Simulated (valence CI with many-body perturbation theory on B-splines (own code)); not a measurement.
# Which ion has this spectrum?

A relativistic CI+MBPT calculation for an atom or ion with 21 electrons gives these levels (cm⁻¹):

```csv
J,Parity,E,g
3/2,even,0,0.74
5/2,even,947441,1.05
3/2,even,1004116,1.15
9/2,even,1034506,1.02
7/2,even,1041656,1.02
1/2,even,1054791,1.77
5/2,even,1283561,1.20
7/2,even,1972673,1.12
9/2,even,2016545,1.12
3/2,even,2068526,1.09
1/2,even,2096118,1.53
11/2,even,2101341,1.08
5/2,even,2104463,1.31
```

The energies are calculated, and their last digits are not significant.

Q: Which is it?
A. Bi62+
B. Pb61+
C. At64+
D. Hg59+

A: A. Bi62+, ground level (3d3/2^3) J=3/2.
